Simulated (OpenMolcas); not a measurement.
**Multiconfigurational calculation on Er3+**

Er3+ with its 8 nearest fluoride ions at 2.383 Å, on the Sr site of SrF2 (a = 5.796 Å, distance in the model lattice 2.510 Å). The rest of the host is ab initio model potentials to 7.6 Å and point charges beyond; the distance is set by hand and nothing relaxes, and no local charge compensation is placed. Ligand basis ANO-RCC-VDZP.

Input, with the lattice sites abridged:

```
&GATEWAY
Basis set
Er.ANO-RCC-VDZP.
Er1 0.0 0.0 0.0 Angstrom
End of basis
Basis set
F.ANO-RCC-VDZP.
L1 1.375826 1.375826 1.375826 Angstrom
L2 1.375826 1.375826 -1.375826 Angstrom
L3 1.375826 -1.375826 1.375826 Angstrom
L4 1.375826 -1.375826 -1.375826 Angstrom
End of basis
Basis set
Sr.EMB-AIMP.Pascual.0s.0s.ECP.SrF2.
PseudoCharge
* 21 symmetry-unique lattice sites within 7.6 angstrom
End of basis
Basis set
F.EMB-AIMP.Pascual.0s.0s.ECP.SrF2.
PseudoCharge
* 40 symmetry-unique lattice sites within 7.6 angstrom
End of basis
Symmetry
XYZ
AngMom=0.0 0.0 0.0
AMFI
RICD
XField
1348 Angstrom 0
* Evjen-weighted lattice charges
&SEWARD
&RASSCF
FileOrb=start.orb
Symmetry=2
Spin=4
nActEl=11 0 0
Inactive=35 32
Ras2=0 7
CIRoot=35 35 1
SDav=35
CIMx=300
Iter=150 100
PrWF=0.3
OrbListing=Nothing
MaxOrb=0
LevShft=1.0
>>> COPY $Project.JobIph JOB001
&RASSCF
FileOrb=start.orb
Symmetry=2
Spin=2
nActEl=11 0 0
Inactive=35 32
Ras2=0 7
CIRoot=112 112 1
SDav=112
CIMx=300
Iter=150 100
PrWF=0.3
OrbListing=Nothing
MaxOrb=0
CIOnly
LevShft=1.0
>>> COPY $Project.JobIph JOB002
&RASSI
NrOfJobIphs=2 30 35
1 2 3 4 5 6 7 8 9 10 11 12 13 14 15 16 17 18 19 20 21 22 23 24 25 26 27
28 29 30
1 2 3 4 5 6 7 8 9 10 11 12 13 14 15 16 17 18 19 20 21 22 23 24 25 26 27
28 29 30 31 32 33 34 35
IphNames
JOB001
JOB002
EJob
SpinOrbit
DIPRint=1.0
SOCoupling=1000.0
Subsets=2
Property=9
'ANGMOM' 1 'ANGMOM' 2 'ANGMOM' 3 'MLTPL  1' 1 'MLTPL  1' 2 'MLTPL  1' 3
'AMFI' 1 'AMFI' 2 'AMFI' 3
SOProperty=3
'ANGMOM' 1 'ANGMOM' 2 'ANGMOM' 3
```

Launched by
```bash
OMP_NUM_THREADS=1 MOLCAS_MEM=2457 MOLCAS_PROJECT=a pymolcas a.inp > a.log  # once for each step of the input, in one work folder
```

A driver script runs the steps one by one and writes start.orb anew before each from the orbitals found so far, so a CI-only block uses the converged orbitals of the first block.

Output, cut to the results:

```
--- SEWARD ---
Basis set label: ER.ANO-RCC...7S6P4D2F1G.

      Electronic valence basis set:
      ------------------
      Associated Effective Charge  68.000000 au
      Associated Actual Charge     68.000000 au
      Nuclear Model: Point charge

      Shell  nPrim  nBasis  Cartesian Spherical Contaminant
         s      25       7        X
         p      22       6        X
         d      15       4                 X
         f      11       2                 X
         g       4       1                 X
                  Relativistic Douglas-Kroll-Hess integrals:
                    - DKH order of Hamiltonian: 2
                    - DKH order of Properties : 0
                  Atomic mean-field integrals
--- RASSCF ---
Wave function specifications:
      -----------------------------

      Number of closed shell electrons         134
      Number of electrons in active shells      11
      Max number of holes in RAS1 space          0
      Max nr of electrons in RAS3 space          0
      Number of inactive orbitals               67
      Number of active orbitals                  7
      Number of secondary orbitals             106
      Spin quantum number                      1.5
      State symmetry                             2
Orbital specifications:
      -----------------------

      Symmetry species                           1   2
                                                ag  au
      Frozen orbitals                            0   0
      Inactive orbitals                         35  32
      Active orbitals                            0   7
      RAS1 orbitals                              0   0
      RAS2 orbitals                              0   7
      RAS3 orbitals                              0   0
      Secondary orbitals                        57  49
      Deleted orbitals                           0   0
      Number of basis functions                 92  88
      Number of CSFs                            35
      Number of root(s) required                35
      Iter CI   SX   CI       RASSCF       Energy    max ROT     max BLB   max BLB  Level Ln srch  Step   QN
          iter iter root      energy       change     param      element    value   shift minimum  type update
 Nr of preliminary CI iterations:   1
      Total energies have been shifted. Add               -13000.00 au
        1   1    9    0  -871.98300430    0.00E+00  -4.09E-02   34  41 2  3.55E-01*  1.58   0.00    SX    NO
        2   1    9    0  -872.75649364   -7.73E-01* -1.82E-02   10  51 1  1.25E-01*  1.03   0.00    SX    NO
        3   1    8    0  -872.88478911   -1.28E-01* -1.14E-02   34  41 2  7.86E-02*  1.10   0.00    SX    NO
        4   1    8    0  -872.90931647   -2.45E-02*  8.82E-03   38  45 2 -5.68E-02*  0.97   0.00    SX    NO
        5   1    8    0  -872.91899381   -9.68E-03* -5.09E-03   34  41 2  3.96E-02*  1.03   0.97    QN   YES
        6   1    8    0  -872.92434785   -5.35E-03*  3.02E-03   34  41 2  1.44E-02*  0.99   1.62    LS   YES
        7   1    8    0  -872.92526878   -9.21E-04* -1.02E-03   11  48 2 -6.32E-03*  0.97   1.04    QN   YES
        8   1    7    0  -872.92543496   -1.66E-04* -7.91E-04   12  49 2 -2.69E-03*  0.97   1.79    LS   YES
        9   1    7    0  -872.92547522   -4.03E-05* -2.48E-04   14  53 2 -8.70E-04*  0.98   1.02    QN   YES
       10   1    7    0  -872.92548969   -1.45E-05* -1.45E-04   20  38 1  4.48E-04*  0.98   1.59    LS   YES
       11   1    6    0  -872.92549201   -2.32E-06* -1.11E-04   32  84 1  6.55E-04*  0.98   1.01    QN   YES
       12   1    6    0  -872.92549463   -2.63E-06* -8.44E-05   11  48 2  2.37E-04*  0.98   1.76    LS   YES
       13   1    6    0  -872.92549523   -5.94E-07* -2.86E-05   13  53 2  1.54E-04*  0.98   0.98    QN   YES
       14   1    5    0  -872.92549540   -1.70E-07*  3.38E-05   20  38 1  4.41E-05   0.98   2.18    LS   YES
       15   1    5    0  -872.92549539    5.67E-09  -1.22E-05   13  53 2 -1.58E-04*  0.98   0.48    LS   YES
       16   1    5    0  -872.92549542   -2.65E-08*  6.25E-06   13  53 2 -9.71E-05   0.98   2.50    QN   YES
       17   1    5    0  -872.92549544   -2.05E-08*  6.84E-06   10  51 1  1.39E-05   0.98   1.16    QN   YES
       18   1    4    0  -872.92549544   -6.24E-09   3.32E-06   13  53 2  8.08E-06   0.98   1.06    QN   YES
      Convergence after 18 iterations
       19   1    4    0  -872.92549545   -1.05E-09   3.32E-06   13  53 2  4.36E-06   0.98   1.06    QN   YES
...
--- RASSI ---
SPIN-FREE ENERGIES:
  (Shifted by EMIN (a.u.) =     -13873.0091784020)

 SF State       Relative EMIN(au)   Rel lowest level(eV)    D:o, cm**(-1)

     1             0.0000000000        0.0000000000              0.0000
     2             0.0000000000        0.0000000000              0.0000
     3             0.0000000000        0.0000000000              0.0000
     4             0.0003179815        0.0086527177             69.7889
     5             0.0003179815        0.0086527177             69.7889
     6             0.0016793526        0.0456975115            368.5753
     7             0.0016793526        0.0456975115            368.5753
     8             0.0016793526        0.0456975115            368.5753
     9             0.0018795356        0.0511447694            412.5104
    10             0.0019089704        0.0519457302            418.9706
    11             0.0019089704        0.0519457302            418.9706
    12             0.0019089704        0.0519457302            418.9706
    13             0.0023884331        0.0649925756            524.2005
    31             0.0820651181        2.2331056259          18011.2115
    32             0.0820651181        2.2331056259          18011.2115
    33             0.0820651181        2.2331056259          18011.2115
    34             0.0820941626        2.2338959658          18017.5861
    35             0.0820941626        2.2338959658          18017.5861
    36             0.0822430682        2.2379478945          18050.2671
    37             0.0822430682        2.2379478945          18050.2671
    38             0.0822430682        2.2379478945          18050.2671
    39             0.0823515249        2.2408991524          18074.0706
    40             0.0823515249        2.2408991524          18074.0706
    41             0.0823515249        2.2408991524          18074.0706
    14             0.0834004102        2.2694407747          18304.2743
...
```

Spin-orbit levels above the lowest (labels of O, the rotations of Oh):

```
E (cm-1)  Degeneracy  Label      2S+1     J   |mJ| (%)               g
     0.0           2     Γ7         4  7.51  13/2 (40)  6.80 6.80 6.80
    48.1           4     Γ8         4  7.51   3/2 (25)                
    50.3           2     Γ6         4  7.51   1/2 (52)  5.97 5.97 5.97
   303.1           4     Γ8         4  7.52   9/2 (47)                
   339.0           4     Γ8         4  7.52   7/2 (38)                
    6733           4     Γ8         4  6.51   1/2 (44)                
    6739           2     Γ7         4  6.51   3/2 (54)  3.41 3.41 3.41
    6880           2     Γ7         4  6.52   5/2 (61)  4.07 4.07 4.07
    6888           4     Γ8         4  6.52   7/2 (39)                
    6903           2     Γ6         4  6.52   9/2 (69)  5.50 5.50 5.50
   10870           4     Γ8  4 (89 %)  5.51   1/2 (40)                
   10951           2     Γ7  4 (89 %)  5.52   3/2 (46)  3.53 3.53 3.53
   10966           4     Γ8  4 (89 %)  5.52   5/2 (38)                
   10979           2     Γ6  4 (89 %)  5.52   7/2 (73)  3.56 3.56 3.56
   13394           2     Γ6  4 (76 %)  4.51   1/2 (58)  2.89 2.89 2.89
   13589           4     Γ8  4 (76 %)  4.52   7/2 (43)                
   13691           4     Γ8  4 (76 %)  4.52   5/2 (39)                
   19061           2     Γ6  4 (74 %)  4.51   1/2 (58)  4.43 4.43 4.43
   19062           4     Γ8  4 (74 %)  4.51   3/2 (34)                
   19143           4     Γ8  4 (74 %)  4.51   7/2 (47)
```

High states are left out of the spin-orbit mixing, which shifts the levels that they would mix with. Without dynamic correlation the ligand-field splitting of an f shell can come out too small, at times by half. The first state left out of the spin-orbit step lies near 33000 cm-1 above the lowest spin-free state of the reference (among the parities and spins computed), and the lists stop at four fifths of that energy or lower. No measured value stands beside these numbers; the geometry was set by hand and not optimised.

The RASSCF and RASSI steps took 61 s on 1 thread of Arm Neoverse V1 (shared host); the integral step is not counted.
